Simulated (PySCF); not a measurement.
A GIAO shielding run with PySCF (density fitting, non-relativistic, gas phase) on SMILES [SiH3]S[C@H](C)CC(F)F, C4H10F2SSi:

```
$ OMP_NUM_THREADS=1 python probes_run.py task.json out

{"job": {"kind": "nmr", "xc": "PBE0", "basis": "pcSseg-1"}, "charge": 0, "multiplicity": 1}
C     -0.075550     1.777672    -0.740271
C     -0.122414     0.328348    -0.289039
C     -1.533646    -0.241015    -0.393982
C     -1.562626    -1.728882    -0.092489
F     -0.867290    -2.422378    -1.031547
F     -2.830274    -2.204171    -0.143664
S      0.433348     0.197662     1.469248
Si     2.558405     0.021553     1.241748
H     -0.389632     1.858277    -1.779332
H     -0.737682     2.381464    -0.123847
H      0.933400     2.172904    -0.651031
H      0.561432    -0.280541    -0.885636
H     -1.918429    -0.089964    -1.405596
H     -2.194037     0.259838     0.315238
H     -1.143478    -1.981107     0.892233
H      3.081260     1.270746     0.696975
H      3.007734    -0.235917     2.595674
H      2.790722    -1.078173     0.313662
```

Hardware: 1 thread of an AMD EPYC 7R43 64-Core, shared host. The job also computes population analyses, field gradients.

**Question.** How large is the calculation?

**Answer.** 82 electrons, 200 basis functions and 1084 auxiliary functions.

**Question.** How long does it take, and how much memory does it need?

**Answer.** 51 s of wall time, with 13 SCF cycles and 5 response iterations; peak memory 0.92 GiB. Times on a shared host scatter by some tens of per cent.
